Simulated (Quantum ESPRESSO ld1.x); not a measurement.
Problem. All-electron atom: Cu in [Ar] 3d10 4s1. Method: scalar-relativistic Kohn-Sham, LDA (Slater exchange, Perdew-Zunger correlation), spin-polarised, spherical densities, point nucleus; open shells are filled with parallel spins first; computed with ld1.x of Quantum ESPRESSO 7.5. Some entries of the table are withheld. Estimate them.

orbital,occ.,eigenvalue (eV),<r^2> (bohr^2),<1/r> (bohr^-1)
1s up,1,-8833.33,0.003667,29.11
1s down,1,-8833.30,0.003667,29.11
2s down,1,-1060.35,0.06553,6.315
2s up,1,-1060.33,0.06553,6.316
2p down,3,-916.379,0.05239,6.205
2p up,3,-916.368,0.05239,6.205
3s down,1,-114.098,0.5887,1.996
3s up,1,-114.078,0.5893,1.996
3p down,3,-71.9721,(1),1.844
3p up,3,-71.9671,(2),1.843
3d up,5,-5.3354,(3),1.362
3d down,5,-5.1885,(4),1.377
4s up,1,-5.1640,9.692,0.4527
4s down,0,-4.4089,10.13,0.4484
4p up,0,-0.9748,25.92,0.2845
4p down,0,-0.4837,36.93,0.2506

Solution. 
(1) 3p down <r^2> (bohr^2): 0.6663
(2) 3p up <r^2> (bohr^2): 0.6679
(3) 3d up <r^2> (bohr^2): 1.613
(4) 3d down <r^2> (bohr^2): 1.529
